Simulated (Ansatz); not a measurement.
Geometry optimisation, Ansatz, RKS BLYP/def2-SVP.

The input (input.yaml):

```yaml
crystal:
  periodic: [false, false, false]
  atoms:
    - { symbol: Si, position_ang: [0.161438, -0.481138, -0.583211] }
    - { symbol: "N", position_ang: [-0.524216, 0.120631, 2.311171] }
    - { symbol: H, position_ang: [-1.437391, -0.350884, 2.394589] }
    - { symbol: H, position_ang: [-0.372585, 0.59994, 3.211087] }
    - { symbol: H, position_ang: [0.685909, -0.576921, -1.989635] }
    - { symbol: O, position_ang: [0.19337, 1.114193, -0.12987] }
    - { symbol: H, position_ang: [-0.15464, 1.119039, 0.808658] }
    - { symbol: H, position_ang: [-1.229726, -1.055727, -0.532774] }
    - { symbol: O, position_ang: [1.143827, -1.413605, 0.429006] }
    - { symbol: H, position_ang: [1.666311, -2.102215, -0.015341] }
    - { symbol: H, position_ang: [0.187704, -0.643016, 2.264321] }
basis:
  gaussian: { orbitals: def2-SVP }
hamiltonian:
  xc: blyp
relax:
  f_tol: 0.03
  max_steps: 50
output:
  orbitals: {}
```

Run as:

```bash
$ ansatz run input.yaml --threads 2 --pin off --max-ram 3072MiB --backend cpu --events-out ev --progress --plain --runs-dir out
```

Question: Where does it end, and by what steps?

Answer: The forces met the threshold. After 13 steps the energy has fallen by 0.173 eV; H10 moved furthest, 0.60 Å.

```json
{"step": "0", "energy less start (eV)": "0.0000", "largest force component (eV/Å)": "0.618", "accepted": "yes"}
{"step": "1", "energy less start (eV)": "-0.0509", "largest force component (eV/Å)": "0.271", "accepted": "yes"}
{"step": "2", "energy less start (eV)": "-0.0624", "largest force component (eV/Å)": "0.391", "accepted": "yes"}
{"step": "3", "energy less start (eV)": "-0.0750", "largest force component (eV/Å)": "0.344", "accepted": "yes"}
{"step": "4", "energy less start (eV)": "-0.0894", "largest force component (eV/Å)": "0.535", "accepted": "yes"}
{"step": "5", "energy less start (eV)": "-0.1026", "largest force component (eV/Å)": "0.383", "accepted": "yes"}
{"step": "6", "energy less start (eV)": "-0.1380", "largest force component (eV/Å)": "0.393", "accepted": "yes"}
{"step": "7", "energy less start (eV)": "-0.1573", "largest force component (eV/Å)": "0.344", "accepted": "yes"}
{"step": "8", "energy less start (eV)": "-0.1270", "largest force component (eV/Å)": "0.606", "accepted": "no"}
{"step": "9", "energy less start (eV)": "-0.1667", "largest force component (eV/Å)": "0.380", "accepted": "yes"}
{"step": "10", "energy less start (eV)": "-0.1699", "largest force component (eV/Å)": "0.067", "accepted": "yes"}
{"step": "11", "energy less start (eV)": "-0.1709", "largest force component (eV/Å)": "0.179", "accepted": "yes"}
{"step": "12", "energy less start (eV)": "-0.1725", "largest force component (eV/Å)": "0.049", "accepted": "yes"}
{"step": "13", "energy less start (eV)": "-0.1729", "largest force component (eV/Å)": "0.020", "accepted": "yes"}
```

```xyz
11
Properties=species:S:1:pos:R:3
Si 0.133 -0.578 -0.821
N -0.510 0.189 2.503
H -1.472 -0.010 2.816
H -0.026 0.609 3.310
H 0.880 -0.437 -2.113
O 0.106 0.928 -0.118
H -0.210 0.882 0.835
H -1.224 -1.174 -1.047
O 0.872 -1.738 0.187
H 1.835 -1.614 0.283
H -0.064 -0.727 2.334
```

Run time: 22 s on 2 threads of Arm Neoverse V2, on a shared host, peak memory 0.12 GiB.
